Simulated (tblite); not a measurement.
A structure optimised at GFN2-xTB (Å):
```
atom  x, y, z in Å
O1    -3.1265    0.4310   -0.0266
C2    -1.9468    0.2357    0.0096
C3    -1.0330   -0.6967    0.6912
C4     0.0628   -0.1537    0.1207
Si5    1.9052   -0.4933    0.2059
F6     2.5867    0.5880   -0.7707
C7    -0.7232    0.8876   -0.6667
H8    -1.1834   -1.5045    1.3842
H9     2.2392   -1.7909   -0.3587
H10    2.4435   -0.2168    1.5279
H11   -0.5390    1.9251   -0.3928
H12   -0.6842    0.7879   -1.7501
```

Charge 0, singlet.

Task: Read off the bonds between heavy atoms and their formal orders.

Result: O1–C2 1.20 Å (double); C2–C3 1.47 Å (single); C3–C4 1.35 Å (double); C4–Si5 1.88 Å (single); Si5–F6 1.61 Å (single); C4–C7 1.52 Å (single); C2–C7 1.54 Å (single). Bonds to hydrogen (Å): C3–H8 1.07; Si5–H9 1.45; Si5–H10 1.45; C7–H11 1.09; C7–H12 1.09.

Task: Write the SMILES.

Result: `O=C1C=C([SiH2]F)C1`, C4H5FOSi. Among its features: ketone, C=C double bond, Si–H bond, C–Si bond and cyclobutene ring.

Task: What is the point group of this geometry?

Result: Cs (tolerance 0.08 Å).

Task: Which rings does it hold (smallest set)?

Result: C2–C3–C4–C7 (4 members, 0.00 Å rms from planarity).

Task: Classify the heavy atoms.

Result: O1: ketone oxygen; C2: ketone carbonyl carbon; C3: alkene CH carbon; C4: fully substituted alkene carbon; Si5: fluorine-bound silicon; F6: silicon-bound fluorine; C7: sp3 carbon next to a carbonyl.

Task: What is the arrangement about C4?

Result: It has 3 neighbours (C3, Si5, C7) and is planar (angles 134.9°, 130.8° and 94.3°, sum 360.0°, 0.00 Å off the plane of its three neighbours).

Task: What is the arrangement about Si5?

Result: It has 4 neighbours (C4, F6, H9, H10) and is distorted tetrahedral (angles from 105.5° to 116.0°).

All values are computed, not measured.
